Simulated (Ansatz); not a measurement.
`B[SiH](F)BCl`. Total charge 0; spin multiplicity 1.

Cartesian coordinates in Å:
```
B 0.146 -0.029 1.686
Si -0.764 0.147 -0.084
F -2.087 -0.763 -0.222
B 0.556 -0.293 -1.545
Cl 1.965 0.717 -1.690
H -0.204 -0.796 2.533
H 1.107 0.651 1.896
H -1.185 1.569 -0.265
H 0.466 -1.204 -2.310
```

Question: Give the diagnostics of a CCSD(T)/def2-TZVPP run (frozen core, Ansatz 0.2.0). (Best estimate.)

Answer: The calculation gave: T1 = 0.0137, largest single amplitude 0.023, largest double 0.026, (T) share of the correlation energy 3.5 %, 11 CCSD cycles. The RHF solution is stable towards an unrestricted one. T1 lies under the customary mark of 0.02 for closed shells.
